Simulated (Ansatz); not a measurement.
Mg8O8 (started as a model of: 1x4x4 MgO rock-salt block) was relaxed with PBE-D4 (def2-SVP) in Ansatz in these states: charge +1 doublet, charge -1 doublet, neutral singlet. The geometries follow in no particular order.

A:

```xyz
16

Mg   -0.269   -3.821    0.869
O    -0.749   -2.941   -0.740
Mg   -1.596   -1.705   -1.959
O    -2.783   -0.537   -2.870
O     0.913   -2.524    1.588
Mg    0.515   -1.419   -0.120
O    -0.273   -0.239   -1.508
Mg   -1.695    0.930   -2.351
Mg    1.570   -0.921    2.440
O     1.355    0.160    0.741
Mg    0.419    1.350   -0.542
O    -0.949    2.527   -1.563
O     1.846    0.606    3.535
Mg    1.490    1.712    2.034
O     0.738    2.941    0.748
Mg   -0.532    3.880   -0.301
```

B:

```xyz
16

Mg   -2.043    3.086    1.072
O    -1.396    2.739   -0.631
Mg   -0.116    2.311   -2.027
O     1.413    2.135   -3.124
O    -2.046    1.416    1.876
Mg   -1.309    0.741    0.029
O    -0.115    0.350   -1.488
Mg    1.588    0.325   -2.605
Mg   -1.456   -0.242    2.689
O    -0.855   -0.982    0.885
Mg    0.427   -1.314   -0.585
O     2.117   -1.379   -1.842
O    -0.536   -1.563    3.675
Mg    0.193   -2.261    2.080
O     1.385   -2.733    0.625
Mg    2.749   -2.629   -0.628
```

C:

Cartesian coordinates in Å:
```
Mg -1.029 3.722 0.921
O -1.714 2.122 1.588
Mg -2.467 0.380 1.864
O -3.299 -1.328 1.824
O 0.511 3.112 0.065
Mg -0.043 1.254 0.757
O -0.826 -0.539 1.087
Mg -1.880 -2.276 0.988
Mg 1.825 2.287 -1.061
O 1.350 0.427 -0.389
Mg 0.538 -1.359 -0.097
O -0.558 -3.102 -0.128
O 2.886 1.416 -2.375
Mg 2.422 -0.370 -1.923
O 1.679 -2.114 -1.636
Mg 0.606 -3.631 -1.484
```

Problem. Judge from the bond lengths which geometry belongs to which state (an estimate).

Solution. A is the charge -1 doublet (Mg3–Mg8 2.666 Å, Mg9–Mg14 2.666 Å, Mg11–Mg16 2.713 Å); B is the neutral singlet (Mg3–Mg8 2.680 Å, Mg9–Mg14 2.678 Å, Mg11–Mg16 2.669 Å); C is the charge +1 doublet (Mg3–Mg8 2.857 Å, Mg9–Mg14 2.856 Å, Mg11–Mg16 2.663 Å).
